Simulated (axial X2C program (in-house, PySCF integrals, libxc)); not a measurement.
## Photoelectron levels of RbBi by EOM-IP-CCSD

Computed with an axial X2C code built on PySCF integrals: two-component X2C with atomic mean-field Coulomb and Gaunt terms, Gaussian nuclei, basis Bi dyall-cv3z, Rb dyall-cv3z with contracted cores.

R = 3.456 Å (near the PBE0 minimum at charge 0 of the determinant lowest at the starting distance; the state shown can have its own minimum elsewhere, which is not the closed-shell reference).

Hartree–Fock spinors of RbBi (one of each Kramers pair; a window near the gap, which can cut inner shells):

```csv
ω,occupied,ε (eV),character
1/2,yes,-22.75,100% Rb p
3/2,yes,-21.80,100% Rb p
1/2,yes,-21.77,99% Rb p
1/2,yes,-16.55,"86% Bi s, 6% Rb p, 5% Rb d"
1/2,yes,-6.97,"92% Bi p, 3% Rb d, 2% Rb p"
1/2,yes,-4.64,"79% Bi p, 12% Rb s, 4% Rb p"
1/2,no,-0.28,"67% Rb s, 29% Rb p, 4% Bi p"
3/2,no,0.28,"96% Rb p, 4% Bi p"
1/2,no,0.34,97% Rb p
1/2,no,0.59,"74% Rb p, 22% Rb s, 2% Rb d"
1/2,no,0.86,"66% Rb s, 29% Rb p, 3% Rb d"
3/2,no,1.11,"70% Rb p, 29% Bi p"
```

Vertical ionisation energies of RbBi to the states of RbBi⁺:

```csv
Ω of RbBi⁺,vertical IE (eV),above lowest (cm⁻¹),ionised spinor,one-hole weight
1/2,5.022,0,"55% Bi pσ, 24% Bi pπ, 12% Rb sσ",0.93
1/2,7.001,15956,"70% Bi pπ, 23% Bi pσ",0.90
```

**Question.** How far does the lowest EOM-IP-CCSD energy lie from the Koopmans value −ε of the highest filled spinor?

**Answer.** 5.022 eV against 4.64 eV, a shift of 0.38 eV: relaxation of the final state lowers the energy and the loss of correlation raises it.

This point took 13 s on 1 thread of Arm Neoverse V1, on a shared host.

Reference electrons by ω block (each with its −ω partner): 1/2: 36, 3/2: 17, 5/2: 6, 7/2: 1. 14 electrons of RbBi correlated (inner shells frozen), 92 natural virtual spinors (a truncated set); levels can be off by some tenths of an eV. Roots sought by Ω: (1/2: 4, 3/2: 3, 5/2: 1); the list ends where they run out and leaves out roots under 60 % one-particle weight. The solver can skip a root, and states that need a further excitation, which the method places far too high, are missing though they may lie low or lowest. T1 of the reference 0.009 (Lee–Taylor). Number of frozen shells: Bi 5 s, 4 p, 3 d, 1 f; Rb 3 s, 2 p, 1 d. The closed-shell reference lies 0.16 eV above the lowest PBE0 determinant. Large amplitudes in the reference (orbital relaxation or multireference character) lower the reliability.
